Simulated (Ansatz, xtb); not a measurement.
Isomers of C6H3ClO in order of energy

6 gas-phase structures of C6H3ClO, from a drawn sample of its isomers (lower ones may exist). Each was relaxed with GFN2-xTB:

A. `C#Cc1occc1Cl`, a singlet
B. `C#Cc1coc(Cl)c1`, a singlet
C. `C#Cc1cc(Cl)co1`, a singlet
D. `C#Cc1ccc(Cl)o1`, a singlet
E. `C#Cc1cocc1Cl`, a singlet
F. `C#Cc1ccoc1Cl`, a singlet

Task: Make a reasoned guess at their ranking by r2SCAN-D4/def2-SVP single-point energy.

Result: Calculated order at r2SCAN-D4/def2-SVP: D (0.0), A (0.5), F (0.8), C (1.0), B (1.1), E (1.9) kcal/mol. Less than 1 kcal/mol parts D and A; A and F; F and C; C and B; B and E, so the order within those pairs means little.

Energies above the lowest of each column, in kcal/mol; the last columns are at PBE0-D3(BJ)/def2-SVP geometries:

```
structure  GFN2-xTB  HF/STO-3G  r2SCAN-D4/def2-SVP  PBE0-D3(BJ)/def2-SVP  CCSD(T)/def2-SVP + ΔMP2/def2-TZVPP
        D       0.8        0.3                 0.0                   0.0                                 0.1
        A       0.0        0.2                 0.5                   0.3                                 0.3
        F       1.2        0.7                 0.8                   0.3                                 0.0
        C       0.1        0.0                 1.0                   0.8                                 0.7
        B       1.3        0.4                 1.1                   0.6                                 0.3
        E       0.6        0.7                 1.9                   1.2                                 0.8
```

CCSD(T)/def2-SVP + ΔMP2/def2-TZVPP has A and B and C and D and E and F within 1 kcal/mol of each other at the bottom, and every level picks one of them. CCSD(T)/def2-SVP + ΔMP2/def2-TZVPP orders those it was run on as F (0.0), D (0.1), A (0.3), B (0.3), C (0.7), E (0.8) kcal/mol. Less than 1 kcal/mol parts F and D; D and A; A and B; B and C; C and E, so the order within those pairs means little. ΔMP2 is the change of the MP2 energy from the smaller to the larger basis.

Over these structures GFN2-xTB departs from r2SCAN-D4/def2-SVP by 0.7 kcal/mol on average once a common shift is removed. A GFN2-xTB relaxation took about 0.21 s and the r2SCAN-D4/def2-SVP energy about 3.6 s on a shared host (Ansatz 0.2.0, xtb 6.7.1).
